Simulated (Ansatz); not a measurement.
Geometry optimisation, RKS PBE0/def2-SVP (Ansatz 0.2.0).

The input (input.yaml):

```yaml
crystal:
  periodic: [false, false, false]
  atoms:
    - { symbol: "N", position_ang: [-0.4744, 1.138, -0.2078] }
    - { symbol: Si, position_ang: [0.5401, -0.2012, 0.1719] }
    - { symbol: F, position_ang: [-0.20211, -1.60333, -0.3463] }
    - { symbol: Se, position_ang: [2.53779, -0.01036, -0.81603] }
    - { symbol: H, position_ang: [-0.6142, 1.1977, -1.2773] }
    - { symbol: H, position_ang: [-0.0073, 2.0645, 0.0534] }
    - { symbol: H, position_ang: [0.7497, -0.25992, 1.65171] }
    - { symbol: H, position_ang: [1.82664, 0.01909, -2.20831] }
basis:
  gaussian: { orbitals: def2-SVP }
hamiltonian:
  xc: pbe0
relax:
  f_tol: 0.015
  max_steps: 40
```

Command:

```bash
$ ansatz run input.yaml --threads 2 --pin off --max-ram 3072MiB --backend cpu --events-out ev --progress --plain --runs-dir out
```

Problem. Where does it end, and by what steps?

Solution. It converged. After 29 steps the energy has fallen by 0.411 eV; H5 moved furthest, 1.11 Å.

| step | energy less start (eV) | largest force component (eV/Å) | accepted |
| --- | --- | --- | --- |
| 0 | 0.0000 | 2.162 | yes |
| 2 | -0.3202 | 0.431 | yes |
| 4 | -0.3518 | 0.221 | yes |
| 6 | -0.3633 | 0.091 | yes |
| 8 | -0.3651 | 0.159 | yes |
| 10 | -0.3675 | 0.046 | yes |
| 12 | -0.3698 | 0.033 | yes |
| 14 | -0.3728 | 0.127 | yes |
| 16 | -0.3835 | 0.446 | no |
| 18 | -0.3948 | 0.266 | yes |
| 20 | -0.3605 | 0.598 | no |
| 22 | -0.4094 | 0.067 | yes |
| 24 | -0.4078 | 0.545 | no |
| 26 | -0.4107 | 0.015 | yes |
| 28 | -0.4107 | 0.015 | yes |
| 29 | -0.4107 | 0.004 | yes |

```xyz
8
Properties=species:S:1:pos:R:3
N -0.302 1.149 -0.475
Si 0.552 -0.215 0.094
F -0.300 -1.502 -0.414
Se 2.668 -0.138 -0.711
H -1.313 1.205 -0.419
H 0.139 2.057 -0.550
H 0.708 -0.416 1.560
H 2.204 0.205 -2.064
```

Whether the end is a true minimum wasn't checked by a vibrational analysis.

The run took 2.1 min on 2 threads of Arm Neoverse N1, on a shared host, peak memory 0.21 GiB.
